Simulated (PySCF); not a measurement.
A side-by-side comparison of computed properties.

First species: CH5Ga.
Z-matrix (Å and degrees, PBE0-D3(BJ)/def2-SVP geometry), rows numbered from 1:
```
C 
Ga  1  1.9665
H   1  1.1011  2  111.23
H   1  1.1039  2  108.86  3  -117.27
H   1  1.0994  2  112.80  3   123.06
H   2  1.5765  1  119.91  3    41.71
H   2  1.5755  1  121.12  3  -139.37
```

Second species: C8H4F2O2.
Bonds: O1–C2 (double), C2–F3, C2–C4, C4–C5 (aromatic), C5–C6 (aromatic), C6–C7 (aromatic), C7–C8, C8–O9 (double), C8–F10, C7–C11 (aromatic), C11–C12 (aromatic), C4–C12 (aromatic). Hydrogens: H13 on C5; H14 on C6; H15 on C11; H16 on C12.

Levels: wB97X-D/def2-SVPD for dipole moment, HOMO energy, LUMO energy, HOMO–LUMO gap, static isotropic polarisability and electronic spatial extent ⟨r²⟩ about the centre of nuclear charge; TDDFT wB97X-D/def2-SVPD for lowest singlet excitation; TDA wB97X-D/def2-SVPD for lowest triplet excitation (Tamm–Dancoff); PBE0-D3(BJ)/def2-SVP for rotational constant A and rotational constant C. Geometries: PBE0-D3(BJ)/def2-SVP. Each species is one conformer at its optimised geometry, gas phase, non-relativistic unless stated. Electronic properties by PySCF.

Dipoles, sizes and rotational constants follow the conformer. The torsions of the flexible species, by atom-mapped SMILES:
- `[O:1]=[C:2]([F:3])[c:4]1[cH:5][cH:6][c:7]([C:8](=[O:9])[F:10])[cH:11][cH:12]1`: O1–C2–C4–C5 180°, C6–C7–C8–O9 0°

```
                                                         property    column X    column Y
                                                    dipole moment      0.68 D      0.00 D
                                                      HOMO energy    -9.93 eV   -10.35 eV
                                                      LUMO energy     0.28 eV    -1.42 eV
                                                    HOMO–LUMO gap    10.21 eV     8.93 eV
                                        lowest singlet excitation     5.23 eV     4.72 eV
                         lowest triplet excitation (Tamm–Dancoff)     4.94 eV     3.58 eV
                                  static isotropic polarisability     44.5 au    100.0 au
electronic spatial extent ⟨r²⟩ about the centre of nuclear charge   204 bohr²  2472 bohr²
                                            rotational constant A  73.118 GHz   2.903 GHz
                                            rotational constant C   8.420 GHz   0.390 GHz
```

Which column belongs to which species?

Column X is the first species and column Y the second. The first has 7 atoms and 42 electrons, the second 16 and 86.

How does each property change from the first species to the second?

dipole moment -0.68 D; HOMO energy -0.42 eV; LUMO energy -1.70 eV; HOMO–LUMO gap -1.28 eV; lowest singlet excitation -0.51 eV; lowest triplet excitation (Tamm–Dancoff) -1.36 eV; static isotropic polarisability +55.5 au; electronic spatial extent ⟨r²⟩ about the centre of nuclear charge +2268 bohr²; rotational constant A -70.215 GHz; rotational constant C -8.030 GHz.

On the first: No computed singlet falls in the visible range (750 to 380 nm, 1.65 to 3.26 eV); S1 lies 1.97 eV above its blue end. The vertical singlet–triplet gap S1 − T1 is 0.29 eV (TDDFT singlet less Tamm–Dancoff triplet; S1: HOMO→LUMO, weight 0.99; T1: HOMO→LUMO, weight 0.97). The calculation is non-relativistic and has no spin–orbit coupling, an omission that weighs most on gallium.

On the second: The principal polarisabilities are 55.3, 101.5 and 143.1 au; their mean is the isotropic value. In wavenumbers S1 is 38100 cm⁻¹ (1 eV = 8065.54 cm⁻¹).
